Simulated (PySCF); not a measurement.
# What settings do to a single point of Bi(CN)3

The sound run of Bi(CN)3 (singlet) uses PySCF 2.14.0, RKS r2SCAN, Bi def2-SVP with ECP60, C def2-SVP, N def2-SVP; non-relativistic Hamiltonian with scalar-relativistic core potentials where named; density fitting; no spin-orbit coupling, grid (50, 194), threshold 1e-8 Eh and 55 cycles, at the relaxed geometry:

```xyz
7

Bi    0.0000    0.0000    1.2015
C     1.8616    0.0000   -0.0324
N     2.9005    0.0000   -0.5619
C    -0.9308    1.6122   -0.0324
N    -1.4502    2.5119   -0.5619
C    -0.9308   -1.6122   -0.0324
N    -1.4503   -2.5119   -0.5619
```

There Bi1 has a Mulliken charge of 1.07 e and the dipole about the centre of mass is 6.42 D. Each run below changes one thing and starts from free metal ions and neutral atoms unless it says otherwise; with 55 cycles, smearing, a level shift and second-order steps follow where DIIS fails, and their cycles count. Energy shifts count from the sound run.

| change | outcome | cycles | energy shift (eV) | largest force component (eV/Å) | charge on Bi1 (e) | dipole about the centre of mass (D) |
| --- | --- | --- | --- | --- | --- | --- |
| all coordinates × 1.12 | converged | 10 | 3.53 | 9.34 | 1.18 | 7.84 |
| spin (2S) set to 1, limit 64 cycles | refused | – | – | – | – | – |
| threshold 1e-05 | converged | 7 | 0.0000 | 0.02 | 1.06 | 6.42 |

Question: One further run converged with energy shift (eV) 0.0748, largest force component (eV/Å) 0.08, charge on Bi1 (e) 1.07, dipole about the centre of mass (D) 6.42. Which change was it?
A. cycle limit 5
B. start from a density of up to 30 smeared cycles (not counted)
C. grid (30, 86)

Answer: C.

Question: And the other changes listed?

Answer: 
| change | outcome | cycles | energy shift (eV) | largest force component (eV/Å) | charge on Bi1 (e) | dipole about the centre of mass (D) |
| --- | --- | --- | --- | --- | --- | --- |
| start from a density of up to 30 smeared cycles (not counted) | converged | 8 | 0.0000 | 0.02 | 1.06 | 6.42 |
| cycle limit 5 | not converged | 5 | – | – | – | – |

Forces carry noise of the integration grid, about 0.01 to 0.03 eV/Å.

No frequency check is given that shows the relaxed geometry to be a minimum.
